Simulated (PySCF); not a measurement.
**Mass spectrum arithmetic for `C=C(C)C1=C(CF)C1`**

Species: `CC(=C)C1CC=1CF`.

Calculated from tabulated atomic weights, isotope masses and abundances; no fragmentation.

**Question.** Find the molar and monoisotopic masses of C7H9F.

**Answer.** For C7H9F, with standard atomic weights, 7 × 12.011 + 1 × 18.998 + 9 × 1.008 = 112.147 g/mol. From the most abundant isotopes (12C, 19F, 1H), 7 × 12.000000 + 1 × 18.998403 + 9 × 1.007825 = 112.0688 u.

**Question.** What cluster does the molecular ion M+• show when like nominal masses merge?

**Answer.** 
```json
{"nominal mass": "112", "m/z (centroid)": "112.0683", "relative intensity": "100.0"}
{"nominal mass": "113", "m/z (centroid)": "113.0717", "relative intensity": "7.7"}
{"nominal mass": "114", "m/z (centroid)": "114.0751", "relative intensity": "0.3"}
```

Cut off at 0.1 %. One electron mass, 0.00055 u, is taken off.

**Question.** Which m/z would the protonated, sodiated and deprotonated molecule have?

**Answer.** [M+H]+ 113.0761, [M+Na]+ 135.0580, [M−H]− 111.0616, for the monoisotopic species (arithmetic only; whether such ions form is another matter).

**Question.** Count the protons, neutrons and electrons of the monoisotopic species, and give its exact less its nominal mass.

**Answer.** 60 protons, 52 neutrons and 60 electrons; 112.0688 − 112 = +0.0688 u.

**Question.** What is the composition by mass?

**Answer.** C 74.97 %, F 16.94 %, H 8.09 %.

**Question.** What resolving power m/Δm just matches the spacing of the species with one 13C and with one 2H?

**Answer.** They lie 0.00292 u apart at mass 113.07, so m/Δm is about 39000.

**Question.** What share of all molecules is the monoisotopic species?

**Answer.** 0.9893^7 × 1 × 0.999885^9 = 92.65 %.
